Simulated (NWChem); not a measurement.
System: MgHF; SMILES [MgH][F]

Input file for NWChem:

```
start job
memory heap 200 mb stack 900 mb global 1100 mb
geometry units angstroms noautosym nocenter noautoz
  Mg    -0.000912    -0.592434     0.000000
  H     -0.005451    -2.280246     0.000000
  F      0.000812     1.168665     0.000000
end
basis spherical
  * library def2-svpd
end
dft
  xc bhlyp
  iterations 150
end
tddft
  cis
  nroots 6
  notriplet
end
task tddft energy
```

Coordinates come from a PBE0/def2-SVP optimisation.

Vertical excitations in the gas phase.

**Question.** Give the results of this calculation. (BHandHLYP/def2-SVPD, TDA.) Quantities: lowest excitation, singlet (eV); oscillator strength of that lowest state; lowest state with f > 0.02, singlet (eV); oscillator strength of that bright state; orbital gap (eV).

**Answer.** 
```
Property                                  Value
----------------------------------------  -----
lowest excitation, singlet (eV)            7.11
oscillator strength of that lowest state  0.265
lowest state with f > 0.02, singlet (eV)   7.11
oscillator strength of that bright state  0.265
orbital gap (eV)                           9.10
```
